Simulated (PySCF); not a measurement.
# How methods differ on the excitation energy of Ne²⁺

Ne²⁺ [He] 2s2 2p4 (3P) → Ne²⁺ [He] 2s1 2p5 (3P), as a difference of total energies. All numbers are calculated (PySCF 2.14, the spin-free X2C one-electron Hamiltonian (Gaussian nucleus), in dyall-av3z (15s9p3d2f, 71 functions)). Correlated levels: valence: 1s2 frozen; virtual orbitals above 40 to 60 times the deepest correlated orbital energy dropped. The calculations carry no spin-orbit coupling.

| method | excitation energy (eV) |
| --- | --- |
| UHF | 26.634 |
| LDA | 22.734 |
| PBE | 23.058 |
| r2SCAN | 24.045 |
| BLYP | 22.968 |
| r2SCANh | 24.278 |
| M06-2X | 24.174 |
| LC-wPBE | 23.254 |
| SCS-MP2 (valence) | 25.594 |

Q: Estimate what PBE0 gives.

A: 23.983 eV, closest to r2SCAN among the rows shown.

Q: Estimate what MP2 (valence) gives.

A: 25.686 eV, closest to SCS-MP2 (valence) among the rows shown.
